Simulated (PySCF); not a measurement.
Species: C3H6ClOSi (doublet state).
Z-matrix (Å and degrees, GFN2-xTB geometry), rows numbered from 1:
```
O 
C   1  1.3365
C   2  1.3765  1  124.81
Cl  3  1.7753  2  114.36  1     0.40
C   3  1.3715  2  127.12  1  -179.61
Si  5  1.8644  3  124.83  2     0.99
H   1  0.9751  2  108.23  3     0.04
H   2  1.0770  1  114.26  3  -180.00
H   5  1.0790  3  116.84  2  -179.51
H   6  1.4624  5  106.97  3   177.97
H   6  1.4674  5  110.67  3    58.16
H   6  1.4676  5  110.78  3   -62.22
```

The hyperfine couplings belong to this conformer and change with its torsions.

As a line formula: `O[CH]/C(Cl)=C\[SiH3]` [radical].

The calculation used UKS B3LYP, pcH-1 on C Cl H O Si, non-relativistic, mean-field spin-orbit, GIAO in PySCF 2.14.0. Isolated species at its GFN2-xTB geometry (one conformer only). The geometry wasn't refined by DFT: couplings that depend on bond lengths, twists or pyramidal angles can differ widely from those at the functional's own minimum. Stability of the SCF solution: not tested.

The largest Mulliken spin populations are on C5 (+0.63), C2 (+0.50), C3 (-0.20) and O1 (+0.11). The angles at C5 add up to 360.0°, so it is planar.

Task: McConnell's relation a(H) = Q·ρ ties the coupling of a proton on a planar π carbon to the spin population of that carbon. What Q do the computed values give?

Result: 
```
 H   C    ρ(C)  a(H) (G)  a/ρ (G)
H8  C2  +0.496    -12.79    -25.8
H9  C5  +0.632    -13.48    -21.3
```

A least-squares line through the origin gives Q = -23.0 G with Mulliken populations. In every row coupling and population have opposite signs.

Couplings in gauss use g_iso = 2.0028.

The SMILES draws the unpaired electron on C2; the largest computed Mulliken spin population is on C5 (0.63 against 0.50).
